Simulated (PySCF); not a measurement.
**HgC⁺ at UHF**

Computed with UHF; basis Hg def2-SVP with ECP60, C def2-SVP; scalar-relativistic core potentials; PySCF 2.14.

For HgC⁺, the state is ²Π (doublet), unpaired electrons π ↑, the bond length is 2.274 Å and the harmonic wavenumber is 378 cm⁻¹. The force constant is 0.951 mdyn/Å. The rotational constant Be is 0.2879 cm⁻¹. The anharmonicity ωexe is 2.50 cm⁻¹. The vibration–rotation constant αe is 0.00289 cm⁻¹ and the well depth De to Hg⁺ + C is -5.5 kcal/mol. The dissociation energy D0 is -6.0 kcal/mol, the bond order (Mayer) is 0.98 and the dipole moment (positive dipole points towards C; it is taken about the centre of mass and depends on that origin) is 0.70 D.

These are scalar-relativistic numbers at best; spin–orbit coupling would shift them, the dissociation energy most. For an ion De counts to the pair picked by the measured ionisation energies or electron affinities, which need not be the lowest pair at this level. Hartree–Fock leaves out correlation, which carries a large part of most bond energies and some tenths to 1 eV of ionisation energies. A negative De means that the minimum lies above the separated atoms at that level. The state is the lowest determinant that a PBE0 search found; another state may lie lower at other levels.
